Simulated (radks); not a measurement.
All-electron atom: Kr3+ in [Ar] 3d10 4s2 4p3 (the NIST ground configuration). All-electron calculation, scalar-relativistic Kohn-Sham, PBE, spin-polarised, spherical densities, point nucleus; open shells are filled with parallel spins first. Program: a radial shooting solver on a logarithmic mesh with Libxc functionals.

Radial electron density D(r) = 4 pi r^2 rho(r):

r (bohr),D(r) (e/bohr),spin D(r)
0.002365,2.316,-0.0000669
0.003079,3.662,-0.000101
0.003977,5.624,-0.000143
0.005179,8.584,-0.000185
0.006744,12.76,-0.000186
0.008781,18.35,-0.0000339
0.01143,25.25,0.000560
0.01489,32.85,0.00227
0.01939,39.79,0.00656
0.02504,44.06,0.0158
0.03261,44.37,0.0351
0.04246,40.89,0.0700
0.05529,37.21,0.123
0.072,38.56,0.182
0.09375,46.25,0.211
0.1221,53.25,0.160
0.1577,50.07,0.0419
0.2053,37.60,-0.0147
0.2674,29.84,0.167
0.3482,33.82,0.462
0.4533,36.91,0.427
0.5903,27.98,0.0500
0.7686,14.46,0.137
0.9929,7.077,1.12
1.293,5.000,2.21
1.684,3.524,2.12
2.192,1.534,1.06
2.854,0.3515,0.271
3.717,0.03758,0.0319
4.84,0.001499,0.00137

D(r) has 3 maxima, at r = 0.0292, 0.130, 0.432 bohr, and minima at 0.0604, 0.274 bohr, inside which lie 2.07, 11.03 electrons.
